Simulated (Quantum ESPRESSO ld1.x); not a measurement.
Values are calculated unless marked as measured or tabulated.
Problem. The mean radii <r> (bohr) of the occupied orbitals of an atom or ion are listed with their occupations. Code: ld1.x of Quantum ESPRESSO 7.5. Model: scalar-relativistic Kohn-Sham, LDA (Slater exchange, Perdew-Wang correlation), spin-polarised, spherical densities, point nucleus.

| orbital | occ. | <r> |
|---|---|---|
| 1s up | 1 | 0.04154 |
| 1s down | 1 | 0.04154 |
| 2s up | 1 | 0.1821 |
| 2s down | 1 | 0.1820 |
| 2p up | 3 | 0.1585 |
| 2p down | 3 | 0.1585 |
| 3s up | 1 | 0.4650 |
| 3s down | 1 | 0.4653 |
| 3p up | 3 | 0.4554 |
| 3p down | 1 | 0.4556 |
| 4f up | 1 | 0.8264 |

Name the element and its charge. Open shells, if any, are filled with parallel spins first.

Solution. Z = 36, krypton, charge +19: Kr19+ in [Ne] 3s2 3p4 4f1. The 1s radius gives Z: for a bare nucleus <r> = (2 gamma + 1)/(2Z) with gamma = sqrt(1 - (Z/c)^2), 0.04069 bohr for Z = 36, and screening makes it slightly larger (0.04154 here). The occupations add up to 17, and the charge is Z minus that.
